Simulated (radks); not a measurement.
Species: neutral hydrogen. Configuration: 1s1. Calculated with a radial shooting solver on a logarithmic mesh with Libxc functionals: Dirac Kohn-Sham, PBEsol, spin-unpolarised, spherical densities, finite nucleus; Gaussian nuclear charge, rms radius 0.8783 fm.

Normalised radial functions P(r) = r R(r) (large component), r in bohr:

```
   r/bohr * 1s1/2 (the largest magnitude, 0.7, reaches the edge; | marks zero)
  0.07989 |          *
   0.1007 |            *
   0.1271 |                *
   0.1602 |                   *
   0.2021 |                       *
   0.2548 |                            *
   0.3214 |                                 *
   0.4053 |                                       *
   0.5111 |                                            *
   0.6446 |                                                 *
   0.8129 |                                                     *
    1.025 |                                                      *
    1.293 |                                                     *
     1.63 |                                                *
    2.056 |                                         *
    2.593 |                                *
     3.27 |                      *
    4.124 |             *
    5.201 |      *
    6.559 |  *
```

1s1/2: eigenvalue -6.332 eV, 0 radial nodes, <r> = 1.65 bohr, 90 % of the charge inside 2.98 bohr.
